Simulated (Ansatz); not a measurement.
H3Si (SMILES [SiH3-]), charge -1, multiplicity 1, relaxed at each level with Ansatz (a quantum-chemistry and plane-wave program); harmonic frequencies from differences of analytic forces, average atomic masses, frozen cores.

```
level                Si1–H2 (Å)  Si1–H3 (Å)  Si1–H4 (Å)  H2–Si1–H3 (°)  H2–Si1–H4 (°)  H3–Si1–H4 (°)  dipole (D)
-------------------  ----------  ----------  ----------  -------------  -------------  -------------  ----------
HF/def2-TZVPP            1.5381      1.5381      1.5381           95.9           95.9           95.9           -
PBE/def2-TZVPP           1.5572      1.5572      1.5572           93.2           93.2           93.2           -
r2SCAN/def2-TZVPP        1.5450      1.5450      1.5450           93.6           93.6           93.6           -
B3LYP/def2-TZVPP         1.5438      1.5438      1.5438           94.2           94.2           94.2           -
PBE0/def2-TZVPP          1.5456      1.5456      1.5456           93.9           93.9           93.9           -
wB97X-V/def2-TZVPP       1.5426      1.5426      1.5426           94.4           94.4           94.4           -
MP2/cc-pV(T+d)Z          1.5362      1.5362      1.5362           94.2           94.2           94.2           -
CCSD(T)/cc-pV(D+d)Z      1.5524      1.5524      1.5524           93.9           93.9           93.9           -
CCSD(T)/cc-pV(T+d)Z      1.5450      1.5450      1.5450           94.0           94.0           94.0           -
```
